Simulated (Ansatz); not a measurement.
`FC(Cl)(Br)I` + SiH₄ → `FC([SiH3])(Cl)Br` + HI  (formal exchange of groups at a C–I bond)

Isolated molecules relaxed with PBE0-D4/def2-TZVP in Ansatz; ΔE leaves out vibrations. CCSD(T)/CBS is the MP2 limit (def2-TZVPP, def2-QZVPP) plus CCSD(T) − MP2 in def2-TZVPP, frozen cores. This one scheme is used for every species. Functionals use def2-TZVPP. B3LYP here is the variant with VWN-RPA as its local correlation; programs differ in this. def2 core potentials past Kr. For Br, I outer-core shells are correlated without core-valence functions, which leaves a few kJ/mol of doubt a bond. Scalar relativity is left out up to krypton.

| level | ΔE (kJ/mol) | difference from CCSD(T)/CBS |
| --- | --- | --- |
| PBE-D4 | -56.5 | 3.6 |
| r2SCAN-D4 | -62.7 | -2.6 |
| PBE0-D4 | -63.6 | -3.5 |
| B3LYP-D4 | -60.9 | -0.8 |
| ωB97X-V | -64.7 | -4.6 |
| ωB97M-V | -65.6 | -5.5 |
| B2PLYP | -61.3 | -1.2 |
| PBE | -57.0 | 3.1 |
| r2SCAN | -62.5 | -2.4 |
| PBE0 | -63.9 | -3.8 |
| B3LYP | -62.2 | -2.1 |
| HF/def2-TZVPP | -77.8 | -17.7 |
| MP2/def2-TZVPP | -57.4 | 2.7 |
| SCS-MP2/def2-TZVPP | -58.1 | 2.0 |
| CCSD/def2-TZVPP | -68.9 | -8.8 |
| CCSD(T)/def2-TZVPP | -65.1 | -5.0 |
| HF/def2-QZVPP | -77.2 | -17.1 |
| MP2/def2-QZVPP | -54.4 | 5.7 |
| SCS-MP2/def2-QZVPP | -55.9 | 4.2 |
| HF/CBS(def2) | -77.1 | -17.0 |
| MP2/CBS(def2) | -52.5 | 7.6 |
| CCSD/CBS(def2) | -63.9 | -3.8 |
| CCSD(T)/CBS | -60.1 | 0 |

Largest T1 diagnostic among the species: 0.011.

In def2-TZVPP, CCSD(T) changes the Hartree–Fock value by +12.7 kJ/mol (the triples alone add +3.8 kJ/mol) and MP2 by +20.4 kJ/mol. From PBE to PBE0 (25 % exact exchange), in def2-TZVPP and without D4, ΔE moves by −6.9 kJ/mol.
